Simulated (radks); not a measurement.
The numbers below are computed, except where a source is named.
The tantalum ion Ta+ inside a hard spherical wall (all orbitals vanish at R), configuration held at [Xe] 4f14 5d3 6s1 and not refilled when levels cross. Level of theory: scalar-relativistic Kohn-Sham, PBE, spin-polarised, spherical densities, finite nucleus; open shells are filled with parallel spins first (spin-orbit coupling, left out, can overturn this in heavy ions); Fermi nuclear charge, rms radius 5.3507 fm (a radial shooting solver on a logarithmic mesh with Libxc functionals). Eigenvalues in eV for spin up, with the zero of energy where the potential of the charges vanishes at infinity; a dash marks a level that is unbound or too diffuse for the functional's potential to be trusted. A positive occupied level is held by the wall or, in an anion where self-interaction has pushed it up, behind a barrier. The pressure on the wall is -dE/dV.

R (bohr)  E (hartree)  kinetic (hartree)    e(5p)    e(4f)    e(6s)    e(5d)  e(6p, empty)  e(7s, empty)  pressure (GPa)
free      -15602.0600          17136.512  -47.130  -31.763  -12.376  -11.341        -7.084             -               0
20        -15602.0600          17136.512  -47.130  -31.763  -12.376  -11.341        -7.084             -        < 0.0001
15        -15602.0600          17136.512  -47.130  -31.763  -12.376  -11.341        -7.084        -3.403        < 0.0001
7         -15602.0558          17136.553  -46.948  -31.573  -12.202  -11.183        -6.535         1.434           0.304
6         -15602.0415          17136.658  -46.556  -31.153  -11.760  -10.831        -5.562         6.219            1.75
5         -15601.9818          17137.002  -45.498  -29.989  -10.280   -9.816        -2.866        16.521            10.5
4         -15601.7284          17138.173  -42.886  -26.992   -5.178   -6.905         5.183        41.126            71.8
3.5       -15601.3505          17139.769  -40.334  -23.956    1.399   -3.610        14.682        66.362             213
2.5       -15597.9102          17153.758  -26.081   -7.519   47.204   16.715        73.059        198.55            3150
2         -15589.5260          17185.593   -0.620   17.486   129.53   51.858        168.21        390.39           17700
